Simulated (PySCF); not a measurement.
Simulation results for Al$_{2}$ClFH

Computed with PySCF 2.14.0. Calculation on a computer-drawn molecule: the log of a Hartree-Fock and frozen-core CCSD(T) single point meant for a local Hartree-Fock minimum, with one planted fault or none, to be diagnosed. Offsets are logged minus clean, where the clean run is the same molecule without the fault. The reference is restricted for singlets and unrestricted otherwise, and also for a bond in bohr or an excited solution. Adding or removing an electron swaps singlet and doublet. The excited solution moves the top pair (singlet) or top alpha electron (doublet) to the lowest empty orbital. Highest occupied and lowest empty are orbital energies over both spins, largest force is the largest gradient component, triples share is (T) over the correlation energy, the T1 limit is 0.02 restricted and 0.045 unrestricted, electrons count all cores, a negative frequency is imaginary (commonest isotopes), and the dipole is about the centre of nuclear charge.

Al$_{2}$ClFH

Logged structure:
```xyz
5
Al2ClFH
F      1.0994    -3.0952     0.2836
Al     2.3355    -2.0917    -0.2010
Al     1.7973     0.4903    -0.4803
Cl     2.4144     1.7518     1.1227
H      1.3227     1.2337    -1.7869
```

| Property | Result |
| --- | --- |
| meant charge | 0 |
| meant multiplicity | 2 |
| meant basis | cc-pV(D+d)Z |
| logged electrons | 53 |
| logged basis functions | 88 |
| logged SCF converged | yes |
| logged spin squared | 0.7886 |
| logged highest occupied | -7.9897 eV |
| logged lowest empty | 0.35743 eV |
| logged largest force | 1.621e-05 hartree/bohr |
| logged lowest frequency | 41.326 cm⁻¹ |
| logged T1 diagnostic | 0.019231 |
| logged D1 diagnostic | 0.065432 |
| logged triples share | 0.02087 |
| logged CC converged | yes |
| logged dipole magnitude | 1.9257 debye |
| logged SCF stable within its kind | yes |
| logged energy HF | -1043.49114 hartree |
| logged energy CCSD(T) | -1043.95722 hartree |
| possible faults | no fault, one electron removed, one electron added, multiplicity raised by two, geometry at a saddle point, SCF held on an excited solution, minimal basis STO-3G, one bond length entered in bohr, all coordinates scaled |
| planted fault | no fault |
| HF energy offset from clean run | 0 kcal/mol |
| CCSD(T) energy offset from clean run | 0 kcal/mol |

Drawn bonds:
| atom | other atom | order |
| --- | --- | --- |
| 1 | 2 | 1 |
| 2 | 3 | 1 |
| 3 | 4 | 1 |
| 3 | 5 | 1 |
